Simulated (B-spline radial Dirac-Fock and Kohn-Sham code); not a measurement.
**I⁴⁺ in Watson spheres of different radius**

Method: relaxed Dirac-Fock hole states (ΔSCF) with Breit and QED corrections and a finite nucleus. Computed with a B-spline atomic structure program. The ion, [Kr] 4d10 5s2 5p1, sits in a hollow sphere of charge Q = -4, a simple model of the Madelung potential. Inside the sphere an electron's potential energy is raised by the constant 14.40·|Q|/R eV, so binding energies fall by about that much as long as the orbitals stay inside.

```
radius (Å)  14.40 |Q|/R (eV)  1s (eV)  2s (eV)  2p1/2 (eV)  2p3/2 (eV)  3s (eV)  3p1/2 (eV)  3p3/2 (eV)  3d3/2 (eV)  3d5/2 (eV)  4s (eV)  4p1/2 (eV)  4p3/2 (eV)  4d3/2 (eV)  4d5/2 (eV)  5s (eV)  5p (eV)
       1.8             32.00  33194.1   5220.2      4878.4      4583.5   1100.6       959.2       902.5       656.1       644.6    220.2       168.8       157.8       73.79       72.07    29.36    17.71
         2             28.80  33197.2   5223.3      4881.5      4586.6   1103.7       962.3       905.6       659.2       647.7    223.3       171.9       160.9       76.90       75.19    32.48    20.79
```

From the smallest to the largest radius 1s moves by +3.1 eV, while the constant potential alone would give +3.2 eV; the difference comes from charge outside the sphere and its screening.
